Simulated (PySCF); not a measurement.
SMILES CO[Si](OC)([O][Al]([OH])[OH])OC (C₃H₁₁AlO₆Si) (GFN2-xTB optimised geometry):

```
22

Si    -1.231     1.661     0.025
O      0.060     2.607    -0.182
C      1.316     2.445     0.426
O     -2.301     1.968    -1.150
C     -2.102     1.815    -2.531
O     -1.927     2.023     1.439
C     -3.072     1.428     1.990
O     -0.808     0.085     0.000
Al    -0.032    -1.390     0.000
O      1.626    -1.390     0.000
O     -0.893    -2.808    -0.009
H      1.274     2.758     1.471
H      2.026     3.069    -0.116
H      1.628     1.398     0.379
H     -1.804     0.791    -2.766
H     -3.047     2.046    -3.025
H     -1.327     2.498    -2.882
H     -2.931     0.350     2.095
H     -3.233     1.875     2.972
H     -3.940     1.612     1.355
H      2.301    -2.054    -0.012
H     -1.804    -3.069    -0.017
```

Method: CAM-B3LYP/def2-SVP (PySCF).

**Question.** What are the frontier orbital energies and the dipole moment?

**Answer.** HOMO-2 -9.56 eV, HOMO-1 -9.28 eV, HOMO -9.21 eV, LUMO 0.69 eV, LUMO+1 2.11 eV; dipole moment 2.99 D.

Meta-Löwdin charges at CAM-B3LYP/def2-SVP: Si1 1.56, O2 -0.61, C3 -0.06, O4 -0.61, C5 -0.06, O6 -0.61, C7 -0.06, O8 -0.83, Al9 1.21, O10 -0.73, O11 -0.73, H12 0.09, H13 0.10, H14 0.10, H15 0.08, H16 0.10, H17 0.10, H18 0.08, H19 0.10, H20 0.09, H21 0.34, H22 0.34.
